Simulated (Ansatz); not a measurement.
CH5F2GeN (`[CH3][Ge]([NH2])([F])[F]`). The species carries charge 0 and has multiplicity 1. All single points use the PBE0-D4/def2-TZVP geometry. It is one conformer, not always the lowest.

```xyz
10

C    -0.791    0.981   -0.856
Ge   -0.152   -0.203    0.511
N     1.538   -0.808    0.318
F    -0.175    0.553    2.063
F    -1.297   -1.497    0.693
H    -0.779    0.476   -1.823
H    -0.155    1.865   -0.903
H    -1.814    1.277   -0.623
H     1.908   -1.283    1.129
H     1.717   -1.360   -0.509
```

**Question.** What is the dipole moment at r2SCAN/def2-TZVPP? (Estimate.)

**Answer.** Computed: 2.98 D, with components (1.26, 0.12, -2.70) D in this frame, pointing from negative to positive charge.

**Question.** And with PBE, B3LYP, ωB97M-V? (Estimate.)

**Answer.** Computed: PBE 2.91 D, B3LYP 3.02 D, ωB97M-V 3.00 D.

**Question.** Give the Mulliken charges with r2SCAN, PBE, ωB97M-V in def2-TZVPP. (Best estimate.)

**Answer.** The calculation gave: 
```
atom  r2SCAN    PBE  ωB97M-V
  C1   -0.30  -0.38    -0.44
 Ge2    0.89   0.78     0.90
  N3   -0.43  -0.38    -0.36
  F4   -0.38  -0.34    -0.37
  F5   -0.38  -0.34    -0.38
  H6    0.09   0.11     0.13
  H7    0.10   0.13     0.14
  H8    0.10   0.13     0.14
  H9    0.16   0.16     0.12
 H10    0.15   0.14     0.11
```

B3LYP here is the variant with VWN-RPA as its local correlation; programs differ in this.
